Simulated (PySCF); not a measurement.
Members of one series of related molecules.

All values: CAM-B3LYP/def2-SVPD (PySCF) at PBE0-D3(BJ)/def2-SVP geometries, gas phase, one conformer each. Core orbitals are frozen in the response; Δα² is half the sum of the squared differences of the principal polarisabilities.

Task: Rank by vertical ionisation energy (ΔSCF), lowest first.
A. `[SiH2](P([SiH3])[SiH3])CCC`
B. `[SiH3]P([SiH2]C(=O)OC)[SiH3]`
C. `FC(F)(F)C[SiH2]P([SiH3])[SiH3]`

Result: A (8.90 eV), B (9.05 eV), C (9.29 eV).

Task: Rank by polarisability anisotropy Δα, lowest first.
A. `[CH2:1]=[C:2]([CH3:3])[SiH2:4][P:5]([SiH3:6])[SiH3:7]` with C1–C2–Si4–P5 -8°, C2–Si4–P5–Si6 -178°
B. `[CH3:1][CH2:2][CH2:3][SiH2:4][P:5]([SiH3:6])[SiH3:7]` with C1–C2–C3–Si4 -63°, C2–C3–Si4–P5 -167°, C3–Si4–P5–Si6 -165°
C. `[CH3:1][O:2][C:3](=[O:4])[SiH2:5][P:6]([SiH3:7])[SiH3:8]` with C1–O2–C3–O4 0°, O2–C3–Si5–P6 -152°, C3–Si5–P6–Si7 -152°
D. `[F:1][C:2]([F:3])([F:4])[CH2:5][SiH2:6][P:7]([SiH3:8])[SiH3:9]` with C2–C5–Si6–P7 -174°, C5–Si6–P7–Si8 177°

Result: D (5.68 Å³), A (6.07 Å³), B (6.41 Å³), C (7.53 Å³).

All values together:

| SMILES | formula | μ (D) | HOMO (eV) | LUMO (eV) | α (Å³) | Δα (Å³) | electrons | α per electron (Å³) | ΔSCF removal energy (eV) |
| --- | --- | --- | --- | --- | --- | --- | --- | --- | --- |
| CCC[SiH2]P([SiH3])[SiH3] | C3H15PSi3 | 1.23 | -8.39 | 0.86 | 22.41 | 6.41 | 90 | 0.249 | 8.90 |
| COC(=O)[SiH2]P([SiH3])[SiH3] | C2H11O2PSi3 | 1.99 | -8.52 | 0.23 | 21.39 | 7.53 | 96 | 0.223 | 9.05 |
| C=C(C)[SiH2]P([SiH3])[SiH3] | C3H13PSi3 | 1.06 | -8.42 | 0.64 | 22.24 | 6.07 | 88 | 0.253 | 8.93 |
| FC(F)(F)C[SiH2]P([SiH3])[SiH3] | C2H10F3PSi3 | 2.20 | -8.75 | 0.62 | 20.61 | 5.68 | 106 | 0.194 | 9.29 |

Conformers: `[CH3:1][CH2:2][CH2:3][SiH2:4][P:5]([SiH3:6])[SiH3:7]` with C1–C2–C3–Si4 -63°, C2–C3–Si4–P5 -167°, C3–Si4–P5–Si6 -165°; `[CH3:1][O:2][C:3](=[O:4])[SiH2:5][P:6]([SiH3:7])[SiH3:8]` with C1–O2–C3–O4 0°, O2–C3–Si5–P6 -152°, C3–Si5–P6–Si7 -152°; `[CH2:1]=[C:2]([CH3:3])[SiH2:4][P:5]([SiH3:6])[SiH3:7]` with C1–C2–Si4–P5 -8°, C2–Si4–P5–Si6 -178°; `[F:1][C:2]([F:3])([F:4])[CH2:5][SiH2:6][P:7]([SiH3:8])[SiH3:9]` with C2–C5–Si6–P7 -174°, C5–Si6–P7–Si8 177°.
